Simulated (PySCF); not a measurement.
# Bond lengths and vibrations by method: BCClGeH3 cation

These are calculations, not measurements. The program is PySCF 2.14.0, an open-source quantum chemistry code, run on an isolated molecule that a program drew, which may never have been made. The molecule is BCClGeH3 cation (charge +1, singlet), drawn as the SMILES string `[CH2]=[GeH][B+]Cl`.

The geometry was optimised and harmonic frequencies were computed with HF and MP2, all in the cc-pV(D+d)Z basis, for the commonest isotopes, with a restricted reference for singlets and an unrestricted one otherwise, and a frozen core in MP2. Germanium has the cc-pVDZ-PP basis, with a core potential (ECP10MDF) in place of its 10 inner electrons, and its 3s, 3p and 3d shells are frozen in MP2. Each result is a local minimum of its method.

Geometry at the HF minimum:
```xyz
7
BCClGeH3 cation, angstrom
C    -1.9995   -1.9845   -0.8894
Ge   -0.2333   -1.9129   -0.9546
B     0.4012   -0.3621    0.2025
Cl    0.8425    0.8898    1.1414
H    -2.5722   -1.2761   -0.3038
H    -2.5649   -2.7342   -1.4305
H     0.8303   -2.7117   -1.6419
```

Lengths of the bonds as drawn, in Å (atoms numbered as above):
| bond | HF | MP2 |
|---|---|---|
| C1-Ge2 | 1.769 | 1.805 |
| Ge2-B3 | 2.036 | 2.016 |
| B3-Cl4 | 1.626 | 1.630 |
| C1-H5 | 1.083 | 1.097 |
| C1-H6 | 1.084 | 1.098 |
| Ge2-H7 | 1.497 | 1.511 |

Rotational constants, in GHz:
```
constant,HF,MP2
A,13.33,12.97
B,1.344,1.351
C,1.221,1.224
```

Harmonic frequencies in cm^-1, each column in rising order, so a row needn't be the same motion in every method:
```
rank,HF,MP2
1,105,90
2,180,210
3,247,250
4,311,305
5,335,331
6,669,632
7,690,640
8,840,770
9,890,790
10,926,819
11,1237,1245
12,1508,?
13,2378,2295
14,3317,3177
15,3433,3305
```

**Estimate the missing MP2 frequency from the HF column.**

A single factor s that minimises the squared misfit of MP2 against s times HF over the other rows is sum(HF x MP2) / sum(HF^2) = 0.9584, with an rms misfit of 34 cm^-1. For rank 12 it gives 0.9584 x 1508 = 1445 cm^-1. The calculation gives 1380 cm^-1, 65 cm^-1 below the estimate. The drawn bonds are on average 0.8 % longer in MP2 than in HF.
